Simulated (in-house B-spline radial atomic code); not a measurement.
Configurations of Se IX (Se8+), with energies counted from [Ar] 3d8. Computed with a B-spline radial code for spherical atoms: scalar-relativistic (X2C) LDA VWN5, spin-polarised, spherical fractional occupations, Fermi nucleus of rms radius 4.14 fm. Shells without spins written out take the highest spin.

Occupations are held fixed; configurations that lie above the ionisation limit could autoionise.

| configuration | E - E(ref) (eV) | highest orbital | its <r> (bohr) |
| --- | --- | --- | --- |
| [Ne] 3s2 3p5 3d9 | 100.28 | 3d down | 0.5749 |
| [Ar] 3d7 4d1 | 123.74 | 4d up | 1.585 |
| [Ne] 3s2 3p5 3d8 4s1 | 177.86 | 4s up | 1.317 |
| [Ne] 3s2 3p(2 up, 3 down) 3d(4 up, 4 down) 4s(0 up, 1 down) | 181.73 | 4s down | 1.32 |
| [Ne] 3s2 3p5 3d8 4p1 | 195.96 | 4p up | 1.403 |
| [Ne] 3s2 3p5 3d8 4f1 | 248.84 | 4f up | 1.81 |

**Question.** Order these further configurations by energy, lowest first.
A. [Ar] 3d(4 up, 4 down)
B. [Ar] 3d(3 up, 4 down) 4d(1 up, 0 down)
C. [Ne] 3s2 3p(3 up, 2 down) 3d(4 up, 4 down) 4p(0 up, 1 down)
D. [Ar] 3d7 4p1
E. [Ne] 3s2 3p5 3d8 4d1

**Answer.** A (1.6806 eV), D (95.832 eV), B (127.92 eV), C (200.09 eV), E (223.96 eV).

**Question.** How far above the reference does [Ar] 3d(2 up, 5 down) 4s(0 up, 1 down) lie?

**Answer.** 77.739 eV; its least bound orbital is 4s down with <r> = 1.318 bohr.

**Question.** How far above the reference does [Ar] 3d7 4f1 lie?

**Answer.** 148.72 eV; its least bound orbital is 4f up with <r> = 1.812 bohr.
